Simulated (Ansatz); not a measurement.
Ansatz results at the PBE0-D4/def2-TZVP geometry: size of the dipole moment (PBE/def2-TZVPP) 1.10 D; HOMO energy (PBE/def2-TZVPP) -5.67 eV; size of the dipole moment (ωB97M-V/def2-TZVPP) 1.05 D.

Each molecule was computed in one conformer, which needn't be the lowest.

Which molecule gave them?
A. `ClB1[SiH2]S1`
B. `N=C1O[SiH]1O`
C. `[AlH2][C]1(Cl)BO1`
D. `ClC[SiH2][TeH]`

D. The others give `ClB1[SiH2]S1`: 1.08, -6.21, 1.34; `[AlH2][C]1(Cl)BO1`: 1.48, -6.27, 1.69; `N=C1O[SiH]1O`: 2.00, -6.16, 2.08.
